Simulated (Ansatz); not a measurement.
Program: Ansatz. Geometries: PBE0-D4/def2-TZVP. ΔE: electronic, gas phase. CCSD(T)/CBS adds triple-zeta CCSD(T) − MP2 to the extrapolated MP2 energy (def2 sets, frozen cores). This one scheme is used for every species. DFT in def2-TZVPP. def2 core potentials past Kr. For In outer-core shells are correlated without core-valence functions, which leaves a few kJ/mol of doubt a bond. Each species was taken in one conformer, which may not be the lowest.

Reaction (adduct formation): `[CH3][InH][CH3]` + H₂S → `[CH3][InH-]([CH3])[SH2+]`

`[CH3][InH][CH3]`:

```xyz
10

C     1.658    0.655   -0.591
In    0.255   -0.339    0.715
C    -1.822   -0.436    0.131
H     1.687    0.146   -1.558
H     1.333    1.683   -0.773
H     2.664    0.672   -0.173
H     0.787   -1.050    2.206
H    -2.428   -0.966    0.865
H    -1.913   -0.941   -0.833
H    -2.220    0.575    0.010
```

H₂S:

Cartesian coordinates in Å:
```
S 0.308 0.502 -0.192
H 0.605 -0.509 0.637
H -0.913 0.007 -0.445
```

`[CH3][InH-]([CH3])[SH2+]`:

```xyz
13

C    -0.640    0.530    1.733
In    0.466   -0.671    0.303
C    -0.595   -1.628   -1.325
S     1.360    1.608   -1.254
H    -1.065   -0.111    2.510
H    -1.465    1.058    1.250
H     0.007    1.260    2.225
H     2.096   -1.147    0.684
H    -0.984   -2.595   -0.998
H    -1.440   -1.021   -1.656
H     0.068   -1.804   -2.175
H     0.233    2.320   -1.089
H     1.958    2.201   -0.208
```

```json
{"level": "LDA (SPW92)", "ΔE (kJ/mol)": "-52.6", "difference from CCSD(T)/CBS": "-11.7"}
{"level": "PBE-D4", "ΔE (kJ/mol)": "-38.5", "difference from CCSD(T)/CBS": "2.4"}
{"level": "revPBE-D4", "ΔE (kJ/mol)": "-34.2", "difference from CCSD(T)/CBS": "6.7"}
{"level": "BLYP-D4", "ΔE (kJ/mol)": "-33.8", "difference from CCSD(T)/CBS": "7.1"}
{"level": "r2SCAN0-D4", "ΔE (kJ/mol)": "-39.4", "difference from CCSD(T)/CBS": "1.5"}
{"level": "CAM-B3LYP-D4", "ΔE (kJ/mol)": "-35.1", "difference from CCSD(T)/CBS": "5.8"}
{"level": "PBE-QIDH", "ΔE (kJ/mol)": "-36.0", "difference from CCSD(T)/CBS": "4.9"}
{"level": "revPBE", "ΔE (kJ/mol)": "-17.1", "difference from CCSD(T)/CBS": "23.8"}
{"level": "BHLYP", "ΔE (kJ/mol)": "-24.1", "difference from CCSD(T)/CBS": "16.8"}
{"level": "CAM-B3LYP", "ΔE (kJ/mol)": "-26.4", "difference from CCSD(T)/CBS": "14.5"}
{"level": "LC-ωPBE", "ΔE (kJ/mol)": "-28.8", "difference from CCSD(T)/CBS": "12.1"}
{"level": "MP2/def2-SVP", "ΔE (kJ/mol)": "-43.2", "difference from CCSD(T)/CBS": "-2.3"}
{"level": "MP2/def2-TZVPP", "ΔE (kJ/mol)": "-40.0", "difference from CCSD(T)/CBS": "0.9"}
{"level": "SCS-MP2/def2-TZVPP", "ΔE (kJ/mol)": "-34.2", "difference from CCSD(T)/CBS": "6.7"}
{"level": "CCSD/def2-TZVPP", "ΔE (kJ/mol)": "-32.9", "difference from CCSD(T)/CBS": "8.0"}
{"level": "CCSD(T)/def2-TZVPP", "ΔE (kJ/mol)": "-36.6", "difference from CCSD(T)/CBS": "4.3"}
{"level": "CCSD(T)/CBS", "ΔE (kJ/mol)": "-40.9", "difference from CCSD(T)/CBS": "0"}
```

Largest T1 diagnostic among the species: 0.012.

Leaving LDA and LC-ωPBE aside and taking each functional with its dispersion term where it has one, the values, not all of them listed here, spread over 11.4 kJ/mol, from r2SCAN-D4 to B2PLYP. LDA lies −23.0 kJ/mol from PBE without D4. In def2-TZVPP, CCSD(T) changes the Hartree–Fock value by −23.1 kJ/mol (the triples alone add −3.7 kJ/mol) and MP2 by −26.5 kJ/mol.
